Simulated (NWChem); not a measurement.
System: C2H8OSi; SMILES CC[SiH2]O

The following NWChem deck was run.

```
start job
memory heap 200 mb stack 900 mb global 1100 mb
geometry units angstroms noautosym nocenter noautoz
  Si     0.496620    -0.761697     0.127172
  O     -0.917164    -1.553325    -0.291299
  C      0.524579     1.044465    -0.420761
  C     -0.581421     1.917538     0.199531
  H      1.575586    -1.523481    -0.551443
  H      0.711161    -0.808804     1.607192
  H     -1.717176    -1.279113     0.177144
  H      0.460923     1.079813    -1.516851
  H      1.513134     1.453117    -0.162688
  H     -0.516504     1.929671     1.294471
  H     -0.518397     2.956723    -0.144227
  H     -1.579093     1.548582    -0.069175
end
basis spherical
  * library pcsseg-1
end
dft
  xc bhlyp
  iterations 150
end
property
  shielding
  efieldgrad
end
task dft property
```

Parts of the log:

```
             Northwest Computational Chemistry Package (NWChem) 7.3.0
             --------------------------------------------------------

                             Geometry "geometry" -> ""
                             -------------------------

 Output coordinates in angstroms (scale by  1.889725989 to convert to a.u.)

  No.       Tag          Charge          X              Y              Z
 ---- ---------------- ---------- -------------- -------------- --------------
    1 Si                  14.0000     0.49662000    -0.76169700     0.12717200
    2 O                    8.0000    -0.91716400    -1.55332500    -0.29129900
    3 C                    6.0000     0.52457900     1.04446500    -0.42076100
    4 C                    6.0000    -0.58142100     1.91753800     0.19953100
    5 H                    1.0000     1.57558600    -1.52348100    -0.55144300
    6 H                    1.0000     0.71116100    -0.80880400     1.60719200
    7 H                    1.0000    -1.71717600    -1.27911300     0.17714400
    8 H                    1.0000     0.46092300     1.07981300    -1.51685100
    9 H                    1.0000     1.51313400     1.45311700    -0.16268800
   10 H                    1.0000    -0.51650400     1.92967100     1.29447100
   11 H                    1.0000    -0.51839700     2.95672300    -0.14422700
   12 H                    1.0000    -1.57909300     1.54858200    -0.06917500

 Effective nuclear repulsion energy (a.u.)     174.6130980685

                              NWChem Property Module
                              ----------------------

  itol2e modified to match energy
  convergence criterion.

                                 NWChem DFT Module
                                 -----------------

 Summary of "ao basis" -> "ao basis" (spherical)
 ------------------------------------------------------------------------------
       Tag                 Description            Shells   Functions and Types
 ---------------- ------------------------------  ------  ---------------------
 Si                         pcsseg-1                10       24   4s5p1d
 O                          pcsseg-1                 7       17   3s3p1d
 C                          pcsseg-1                 7       17   3s3p1d
 H                          pcsseg-1                 3        5   2s1p

  itol2e modified to match energy
  convergence criterion.

            General Information
            -------------------
          SCF calculation type: DFT
          Wavefunction type:  closed shell.
          No. of atoms     :    12
          No. of electrons :    42
           Alpha electrons :    21
            Beta electrons :    21
          Charge           :     0
          Spin multiplicity:     1
          Use of symmetry is: off; symmetry adaption is: off
          Maximum number of iterations: 150
          AO basis - number of functions:   115
                     number of shells:    55
          Convergence on energy requested:  1.00D-07
          Convergence on density requested:  1.00D-05
          Convergence on gradient requested:  5.00D-04

              XC Information
              --------------
                        BHLYP Method XC Functional
                     Hartree-Fock (Exact) Exchange  0.500
                        Slater Exchange Functional  0.500 local
                    Becke 1988 Exchange Functional  0.500 non-local
              Lee-Yang-Parr Correlation Functional  1.000

             Grid Information
             ----------------
          Grid used for XC integration:  fine
          Radial quadrature: Mura-Knowles
          Angular quadrature: Lebedev.
          Tag              B.-S. Rad. Rad. Pts. Rad. Cut. Ang. Pts.
          ---              ---------- --------- --------- ---------
          Si                  1.10      123          11.0       770
          O                   0.60       70          12.0       590
          C                   0.70       70          12.0       590
          H                   0.35       60          13.0       590
          Grid pruning is: on
          Number of quadrature shells:   813
          Spatial weights used:  Erf1

      Superposition of Atomic Density Guess
      -------------------------------------

 Sum of atomic energies:        -442.85541684

      Non-variational initial energy
      ------------------------------

 Total energy =    -444.940276
 1-e energy   =    -954.460313
 2-e energy   =     334.906939
 HOMO         =      -0.348911
 LUMO         =       0.028421

   convergence    iter        energy       DeltaE   RMS-Dens  Diis-err
 ---------------- ----- ----------------- --------- --------- ---------
 d= 0,ls=0.0,diis     1   -445.5982219128 -6.20D+02  6.50D-03  6.22D-01
 d= 0,ls=0.0,diis     2   -445.6262209854 -2.80D-02  3.37D-03  4.33D-01
 d= 0,ls=0.0,diis     3   -445.6620683114 -3.58D-02  6.72D-04  2.83D-02
 d= 0,ls=0.0,diis     4   -445.6644004444 -2.33D-03  1.39D-04  4.73D-04
 d= 0,ls=0.0,diis     5   -445.6644470986 -4.67D-05  4.50D-05  6.72D-05
  Resetting Diis
 d= 0,ls=0.0,diis     6   -445.6644554696 -8.37D-06  1.04D-05  1.92D-06
 d= 0,ls=0.0,diis     7   -445.6644557273 -2.58D-07  3.04D-06  8.27D-08
 d= 0,ls=0.0,diis     8   -445.6644557340 -6.70D-09  1.09D-06  3.43D-08

         Total DFT energy =     -445.664455733956
      One electron energy =     -959.276252643603
           Coulomb energy =      382.323570054835
    Exchange-Corr. energy =      -43.324871213643
 Nuclear repulsion energy =      174.613098068455

 Numeric. integr. density =       41.999987722818

                       DFT Final Molecular Orbital Analysis
                       ------------------------------------

 Vector   19  Occ=2.000000D+00  E=-4.152143D-01
              MO Center= -1.7D-01,  6.9D-01, -1.7D-01, r^2= 3.9D+00
   Bfn.  Coefficient  Atom+Function         Bfn.  Coefficient  Atom+Function
  ----- ------------  ---------------      ----- ------------  ---------------
    91      0.261846   8 H  s               101      0.241416  10 H  s
    96     -0.189562   9 H  s                50     -0.183326   3 C  pz
    35     -0.170382   2 O  py               67      0.165960   4 C  pz
    32     -0.164211   2 O  py               36      0.159347   2 O  pz
    33      0.157972   2 O  pz              111     -0.158331  12 H  s

[...]

          -----------------------------------------
          Chemical Shielding Tensors (GIAO, in ppm)
          -----------------------------------------

                                NWChem CPHF Module
                                ------------------

  scftype          =     RHF
  nclosed          =       21
  nopen            =        0
  variables        =     1974
  # of vectors     =        3
  tolerance        = 0.10D-03
  level shift      = 0.00D+00
  max iterations   =       50
  max subspace     =       30

 SCF residual:    5.3892833955596757E-005

Iterative solution of linear equations
  No. of variables     1974
  No. of equations        3
  Maximum subspace       30
        Iterations       50
       Convergence  1.0D-04

   iter   nsub   residual    time
   ----  ------  --------  ---------
     1      3    5.06D-01     121.9
     2      6    3.20D-02     134.5
     3      9    3.16D-03     147.1
     4     12    5.23D-04     159.7
     5     15    4.41D-05     172.4

      Atom:    1  Si
        Diamagnetic
    879.7825      1.9013      1.1450
      1.9013    881.3708     -0.1961
      1.1450     -0.1961    874.2800

        Paramagnetic
   -490.6810     24.4385     18.8024
     24.4385   -490.6774     -6.7144
     18.8024     -6.7144   -543.8569

        Total Shielding Tensor
    389.1015     26.3397     19.9473
     26.3397    390.6934     -6.9104
     19.9473     -6.9104    330.4231

           isotropic =     370.0727
          anisotropy =      70.7601

          Principal Components and Axis System
                 1           2           3
              417.2460    371.9837    320.9882

      1         0.7198      0.5980     -0.3525
      2         0.6852     -0.6933      0.2233
      3         0.1108      0.4023      0.9088

      Atom:    2  O
        Diamagnetic
    408.2310      6.4536     -1.8889
      6.4536    385.5890      5.5322
     -1.8889      5.5322    380.9564

        Paramagnetic
    -92.3677    -18.6234     -4.6154
    -18.6234    -69.1067     -6.9046
     -4.6154     -6.9046    -46.2346

        Total Shielding Tensor
    315.8632    -12.1697     -6.5043
    -12.1697    316.4823     -1.3725
     -6.5043     -1.3725    334.7218

           isotropic =     322.3558
          anisotropy =      22.1418

          Principal Components and Axis System
                 1           2           3
              337.1170    326.9608    302.9895

      1        -0.3704     -0.5846      0.7218
      2         0.1575      0.7263      0.6691
      3         0.9154     -0.3615      0.1769

      Atom:    3  C
        Diamagnetic
    254.1270     -4.3649     -2.9980
     -4.3649    257.3542      1.6647
     -2.9980      1.6647    249.1588

        Paramagnetic
    -75.6793      5.0999      9.2552
      5.0999    -82.0239     -1.8044
      9.2552     -1.8044    -82.9436

        Total Shielding Tensor
    178.4478      0.7350      6.2571
      0.7350    175.3303     -0.1397
      6.2571     -0.1397    166.2152

           isotropic =     173.3311
          anisotropy =      11.7257

          Principal Components and Axis System
                 1           2           3
              181.1483    175.2781    163.5670

      1         0.9174     -0.0847     -0.3889
      2         0.1067      0.9937      0.0352
      3         0.3834     -0.0738      0.9206

      Atom:    4  C
        Diamagnetic
    250.6534     -6.2784     -4.2670
     -6.2784    249.2063      3.6073
     -4.2670      3.6073    244.9140

        Paramagnetic
    -75.3832     -1.7054      0.1384
     -1.7054    -73.6776     -0.6323
      0.1384     -0.6323    -68.7281

        Total Shielding Tensor
    175.2702     -7.9839     -4.1286
     -7.9839    175.5287      2.9750
     -4.1286      2.9750    176.1859

           isotropic =     175.6616
          anisotropy =      15.4585

          Principal Components and Axis System
                 1           2           3
              185.9673    173.7033    167.3142

      1        -0.6385      0.2348      0.7330
      2         0.6188     -0.4097      0.6702
      3         0.4577      0.8815      0.1163

      Atom:    5  H
        Diamagnetic
     32.3326     -5.5019     -4.0073
     -5.5019     29.3216      2.8791
     -4.0073      2.8791     25.3715

        Paramagnetic
     -3.0314      2.6556      2.2674
      2.6556     -1.8345     -1.5036
      2.2674     -1.5036     -1.3057

        Total Shielding Tensor
     29.3012     -2.8463     -1.7398
     -2.8463     27.4871      1.3755
     -1.7398      1.3755     24.0658

           isotropic =      26.9514
          anisotropy =       7.5739

          Principal Components and Axis System
                 1           2           3
               32.0006     25.4100     23.4434

      1         0.7756      0.6012      0.1927
      2        -0.5711      0.7982     -0.1918
      3        -0.2691      0.0387      0.9623

      Atom:    6  H
        Diamagnetic
     24.3287     -0.1296      3.2357
     -0.1296     25.1070     -1.7030
      3.2357     -1.7030     36.4325

        Paramagnetic
      0.9063      0.5300     -0.3741
      0.5300      0.2154      0.3628
     -0.3741      0.3628     -6.3093

        Total Shielding Tensor
     25.2351      0.4003      2.8615
      0.4003     25.3224     -1.3402
      2.8615     -1.3402     30.1232

           isotropic =      26.8936
          anisotropy =       7.0902

          Principal Components and Axis System
                 1           2           3
               31.6204     25.6313     23.4290

      1         0.3944      0.4913      0.7766
      2        -0.1672      0.8693     -0.4651
      3         0.9036     -0.0536     -0.4251

      Atom:    7  H
        Diamagnetic
     41.8709     -1.4628     -7.9675
     -1.4628     24.7229      2.5572
     -7.9675      2.5572     24.8431

        Paramagnetic
     -2.4222      0.1571      0.7331
      0.1571      1.2646     -0.3378
      0.7331     -0.3378      0.7991

        Total Shielding Tensor
     39.4487     -1.3057     -7.2345
     -1.3057     25.9874      2.2194
     -7.2345      2.2194     25.6422

           isotropic =      30.3595
          anisotropy =      18.6647

          Principal Components and Axis System
                 1           2           3
               42.8026     26.3369     21.9389

      1         0.9086      0.2543      0.3312
      2        -0.1232      0.9212     -0.3692
      3        -0.3990      0.2946      0.8683

      Atom:    8  H
        Diamagnetic
     24.9070     -0.5666     -1.1086
     -0.5666     27.2116     -1.2804
     -1.1086     -1.2804     40.3682

        Paramagnetic
      2.6382     -0.5068     -0.4554
     -0.5068      0.9595      0.9636
     -0.4554      0.9636     -3.8659

        Total Shielding Tensor
     27.5452     -1.0734     -1.5641
     -1.0734     28.1711     -0.3168
     -1.5641     -0.3168     36.5024

           isotropic =      30.7396
          anisotropy =       9.0452

          Principal Components and Axis System
                 1           2           3
               36.7697     28.9213     26.5277

      1        -0.1654     -0.5550      0.8152
      2        -0.0157      0.8280      0.5605
      3         0.9861     -0.0799      0.1456

      Atom:    9  H
        Diamagnetic
     39.0383      4.9602      1.7833
      4.9602     29.4522      1.1471
      1.7833      1.1471     24.4928

        Paramagnetic
     -1.9420     -2.2561     -1.4725
     -2.2561      0.3079      0.1585
     -1.4725      0.1585      2.9733

        Total Shielding Tensor
     37.0962      2.7041      0.3107
      2.7041     29.7602      1.3056
      0.3107      1.3056     27.4661

           isotropic =      31.4408
          anisotropy =       9.8877

          Principal Components and Axis System
                 1           2           3
               38.0327     29.4968     26.7930

      1         0.9452     -0.3115      0.0981
      2         0.3196      0.8203     -0.4744
      3         0.0673      0.4797      0.8748

      Atom:   10  H
        Diamagnetic
     24.9407     -1.8019     -1.5253
     -1.8019     26.6805      2.8556
     -1.5253      2.8556     38.6199

        Paramagnetic
      2.4974      0.5210      0.2401
      0.5210      1.8388     -0.7097
      0.2401     -0.7097     -2.4028

        Total Shielding Tensor
     27.4381     -1.2809     -1.2851
     -1.2809     28.5194      2.1459
     -1.2851      2.1459     36.2171

           isotropic =      30.7248
          anisotropy =       9.4622

          Principal Components and Axis System
                 1           2           3
               37.0330     28.5549     26.5866

      1        -0.1626     -0.5406      0.8254
      2         0.2641      0.7822      0.5643
      3         0.9507     -0.3097     -0.0156

      Atom:   11  H
        Diamagnetic
     25.1479     -1.8606     -0.7795
     -1.8606     39.6762     -2.9133
     -0.7795     -2.9133     24.7254

        Paramagnetic
      1.8820     -0.0926     -0.1859
     -0.0926     -2.7349      1.0327
     -0.1859      1.0327      1.8631

        Total Shielding Tensor
     27.0299     -1.9532     -0.9654
     -1.9532     36.9413     -1.8806
     -0.9654     -1.8806     26.5885

           isotropic =      30.1865
          anisotropy =      11.0739

          Principal Components and Axis System
                 1           2           3
               37.5691     27.7896     25.2009

      1        -0.1666      0.7576      0.6311
      2         0.9742      0.0277      0.2240
      3        -0.1522     -0.6522      0.7426

[...]
```

Level: BHandHLYP/pcSseg-1, GIAO. Structure relaxed at the B3LYP/6-31G* (spherical d) level. NWChem prints the field gradient with the sign opposite to the second derivative of the potential. The printed shielding anisotropy is the first printed principal value minus the mean of the other two.
